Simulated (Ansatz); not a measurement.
System: C₄H₆Si₂, charge 0, multiplicity 1. 
Structure (B3LYP-D3(BJ)/def2-TZVP (Ansatz, a quantum-chemistry and plane-wave program) minimum search):
```xyz
12

C     -3.6087     0.3719     0.0080
C     -2.6264    -0.3159     0.1278
Si    -1.1508    -1.3695     0.3120
C      0.3541    -0.3673     0.0680
C      1.3607     0.2909    -0.0927
Si     2.8718     1.2893    -0.3360
H     -4.4746     0.9809    -0.0981
H     -1.1876    -2.4455    -0.6984
H     -1.1316    -1.9534     1.6679
H      4.0579     0.4200    -0.1833
H      2.8544     1.8759    -1.6929
H      2.9104     2.3681     0.6742
```
Charge 0, spin multiplicity 1.

Wanted: atomisation energy (electronic, to ground-state atoms), in eV. Cores are frozen in the correlated levels unless marked. Open shells are spin-unrestricted. No spin-orbit coupling. Non-relativistic unless marked X2C. The coupled-cluster limit lacks core correlation, which all-electron functionals hold. CBS(X,Y): correlation extrapolated as X^-3; Hartree-Fock from the larger set. [CCSD(T)-MP2]/basis is that difference in the basis named.

```json
[
 {"level": "HF/STO-3G", "program": "Ansatz", "atomisation energy (eV)": "45.58"},
 {"level": "HF/aug-cc-pV(T+d)Z", "program": "Ansatz", "atomisation energy (eV)": "36.68"},
 {"level": "r2SCAN-D3(BJ)/def2-TZVPD", "program": "Ansatz + dftd3", "atomisation energy (eV)": "49.47"},
 {"level": "PBE0-D3(BJ)/def2-TZVP", "program": "Ansatz + dftd3", "atomisation energy (eV)": "49.40"},
 {"level": "HSE06-D4/def2-TZVPD", "program": "Ansatz + dftd4", "atomisation energy (eV)": "49.43"},
 {"level": "CAM-B3LYP-D3(BJ)/def2-TZVPD", "program": "Ansatz + dftd3", "atomisation energy (eV)": "49.45"},
 {"level": "wB97X/def2-TZVPD", "program": "Ansatz", "atomisation energy (eV)": "49.34"},
 {"level": "PBE-QIDH/def2-TZVPD", "program": "Ansatz", "atomisation energy (eV)": "49.07"},
 {"level": "RPA@PBE/cc-pV(T+d)Z", "program": "Ansatz", "atomisation energy (eV)": "45.61"},
 {"level": "MP2/aug-cc-pV(D+d)Z", "program": "Ansatz", "atomisation energy (eV)": "46.81"},
 {"level": "MP2/cc-pV(D+d)Z", "program": "Ansatz", "atomisation energy (eV)": "46.41"},
 {"level": "MP2/aug-cc-pV(T+d)Z", "program": "Ansatz", "atomisation energy (eV)": "49.36"},
 {"level": "SCS-MP2/STO-3G", "program": "Ansatz", "atomisation energy (eV)": "54.37"},
 {"level": "SCS-MP2/cc-pV(D+d)Z", "program": "Ansatz", "atomisation energy (eV)": "46.03"},
 {"level": "SCS-MP2/cc-pV(Q+d)Z", "program": "Ansatz", "atomisation energy (eV)": "49.88"},
 {"level": "CCSD/aug-cc-pV(D+d)Z", "program": "Ansatz", "atomisation energy (eV)": "44.83"},
 {"level": "CCSD/aug-cc-pV(Q+d)Z", "program": "Ansatz", "atomisation energy (eV)": "48.09"},
 {"level": "CCSD/cc-pV(Q+d)Z", "program": "Ansatz", "atomisation energy (eV)": "48.01"},
 {"level": "X2C-CCSD(T)/cc-pVTZ-DK", "program": "Ansatz", "atomisation energy (eV)": "47.78"},
 {"level": "RI-MP2/CBS(aug-cc-pV(T+d)Z,aug-cc-pV(Q+d)Z)+[CCSD(T)-MP2]/aug-cc-pV(Q+d)Z", "program": "Ansatz", "atomisation energy (eV)": "49.46"},
 {"level": "CCSD(T)/CBS(aug-cc-pV(T+d)Z,aug-cc-pV(Q+d)Z)", "program": "Ansatz", "atomisation energy (eV)": "49.46"}
]
```
